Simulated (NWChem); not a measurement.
System: C2H5BN2O; SMILES NB1COC=N1

```xyz
11

N      0.0387    -2.1704     0.0000
B     -0.0046    -0.7692     0.0000
C      1.2046     0.2852     0.0000
O      0.4860     1.5594     0.0000
C     -0.8325     1.2432     0.0000
N     -1.2416     0.0213     0.0000
H      0.8926    -2.7245     0.0000
H     -0.8211    -2.7200     0.0000
H      1.8620     0.2708    -0.8951
H      1.8620     0.2708     0.8951
H     -1.4732     2.1470     0.0000
```
Atoms are numbered in this order, from 1.

Program: NWChem. Pople sets run with spherical d functions. Geometry: optimised at PBE-D3(BJ)/def2-SVP. Level SCAN/6-31G*: energy and gradient on several grids; changes count from the extra-fine grid, which is no exact limit either.

```
grid     size of the energy change (μHa)  largest change of a gradient component (μHa/bohr)  time, medium = 1 (rough)
-------  -------------------------------  -------------------------------------------------  ------------------------
xcoarse                             2000                                               8000                   about 1
coarse                              3000                                               4000                   about 1
medium                              4000                                               1000                   about 1
fine                                 600                                               1000                   about 1
xfine                               < 10                                               < 30                         2
```
